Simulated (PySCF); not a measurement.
Run record: geometry optimisation, `N[SiH2]C#C[SiH3]`.

Method: PBE0-D3(BJ)/def2-SVP geometry optimisation, gas phase (PySCF 2.14.0). Start geometry: GFN2-xTB. The input is one job of a driver script: a line of settings, then coordinates in Å.

Command:
```bash
OMP_NUM_THREADS=1 python probes_run.py task.json out
```

Input:
```
{"job": {"xc": "PBE0", "basis": "def2-SVP", "d3": "d3bj", "grid": 1, "shake": 0.01, "kind": "geom"}, "charge": 0, "multiplicity": 1}
N     -2.642530     1.058990     0.303140
Si    -1.925140    -0.430700    -0.080120
C     -0.079090    -0.401930    -0.067250
C      1.184830    -0.345850    -0.039810
Si     2.995210    -0.292780    -0.019020
H     -2.583010     1.850310    -0.358040
H     -2.580390     1.437840     1.238840
H     -2.358570    -1.350410     0.952460
H     -2.357230    -0.744130    -1.417960
H      3.428690     0.086230     1.351510
H      3.505990    -1.613710    -0.354880
H      3.450930     0.717860    -0.973770
```

**Question.** Give the output.

**Answer.** 
```
step   0  E = -713.43683904  max force = 0.079646
step   1  E = -713.44151618  max force = 0.010387
step   2  E = -713.44226711  max force = 0.007627
step   3  E = -713.44354641  max force = 0.005129
step   4  E = -713.44373105  max force = 0.002867
step   5  E = -713.44379960  max force = 0.000554
step   6  E = -713.44380590  max force = 0.000248
optimisation converged
```

Energies in Eh; «max force» is the largest Cartesian gradient component in Eh/bohr.

**Question.** Give the first gradient maximum in eV/Å.

**Answer.** With 1 Eh/bohr = 51.422 eV/Å, 4.096 eV/Å.

**Question.** How much energy does the optimisation release, in eV?

**Answer.** E(step 0) − E(last step) = 0.006967 Eh, which is 0.190 eV.

In short: final energy -713.44381 Eh after 6 steps; dipole 1.43 D.

**Question.** Where do the atoms end?

**Answer.** 0.042 Å rms from the input after alignment:
```
atom  x, y, z in Å
N1    -2.6272    1.1998    0.3561
Si2   -1.9346   -0.3316   -0.0334
C3    -0.0843   -0.3734   -0.0455
C4     1.1416   -0.3776   -0.0502
Si5    2.9743   -0.3999   -0.0644
H6    -2.5438    1.9600   -0.3103
H7    -2.5405    1.5508    1.3038
H8    -2.3847   -1.3220    0.9846
H9    -2.3866   -0.7169   -1.3997
H10    3.4916   -0.0434    1.2891
H11    3.4536   -1.7631   -0.4341
H12    3.4803    0.5888   -1.0608
```

Hardware: one thread of an Arm Neoverse V2, shared host with 96 logical CPUs at a one-minute load of 84. Cost: 32 s wall, 0.45 GiB resident at most.
Labels such as C1 count atoms from 1, the log's own numbers from 0.
